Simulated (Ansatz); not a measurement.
Cartesian coordinates in Å:
```
C -2.3734 1.0813 0.6187
C -1.2292 0.4532 0.4104
O -0.7730 -0.7200 1.0653
Al 0.4242 -0.2196 -0.0769
C 2.1548 -0.7375 -0.7526
H -3.0892 0.7192 1.3515
H -2.6132 1.9731 0.0552
H 2.7076 0.1189 -1.1439
H 2.0418 -1.4628 -1.5632
H 2.7497 -1.2057 0.0354
```

Total charge 0; spin multiplicity 1.

Q: List the r2SCAN/def2-TZVPP orbital energies in eV (the Gaussian-basis code of Ansatz). (Best estimate.)

A: Computed: Occupied: -1517.30, -515.31, -273.73, -273.35, -272.03, -110.86, -71.20, -71.04, -70.92, -25.97, -18.58, -18.48, -13.20, -11.24, -10.90, -10.89, -10.62, -9.40, -9.18, -8.27, -5.72, -5.23. Lowest empty: -1.34, -1.21, 0.09, 0.64, 1.73, 2.46, 2.55, 2.77.
